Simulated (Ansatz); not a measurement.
SiHCl3 (SMILES Cl[SiH](Cl)Cl): the energy, rung by rung

The species is SiHCl3 (5 atoms), meant as a singlet with charge 0. SMILES: `Cl[SiH](Cl)Cl`. The coordinates come from a PBE0-D4/def2-TZVP relaxation.

```xyz
5

Cl    1.6909   -0.5714    0.8919
Si   -0.0813   -0.0127    0.0754
Cl    0.0177    1.9337   -0.4913
Cl   -0.4760   -1.1705   -1.5442
H    -1.1513   -0.1791    1.0681
```

Each level gives the energy change with the Si2–Cl4 bond stretched from 2.030 to 3.045 Å (eV). The values are calculated.

```
                      level                   kind  program  value (eV)  less FCI/STO-3G  CPU time (all runs)
  SVWN5/STO-3G (restricted)                    LDA   Ansatz        3.05            +0.05                2.7 s
   BLYP/STO-3G (restricted)                    GGA   Ansatz        2.52            -0.48                4.2 s
 revPBE/STO-3G (restricted)                    GGA   Ansatz        2.65            -0.35                4.1 s
   PBE0/STO-3G (restricted)          global hybrid   Ansatz        3.25            +0.25                4.3 s
RPA@PBE/STO-3G (restricted)                    RPA   Ansatz        2.67            -0.33                6.3 s
    MP2/STO-3G (restricted)    perturbation theory   Ansatz        3.51            +0.51               0.76 s
BCCD(T)/STO-3G (restricted)  coupled cluster or CI   Ansatz        3.01            +0.01                1.1 s
                 FCI/STO-3G     exact in the basis   Ansatz        3.00             0.00                 39 s
```

FCI/STO-3G is exact within its basis and frozen core, so for wave-function methods in that basis the difference is their error; functionals converge differently with the basis, so for them it is only a difference. The first shape isn't each level's own minimum. The values span 2.52 to 3.51 eV. All rows use very small basis sets, so none should be taken for the real molecule's value. In so small a basis fixed costs decide the times, and correlated methods can beat functionals. Times are those of the runs behind each value, whatever else they computed, on shared processors of several kinds: orders of magnitude only.
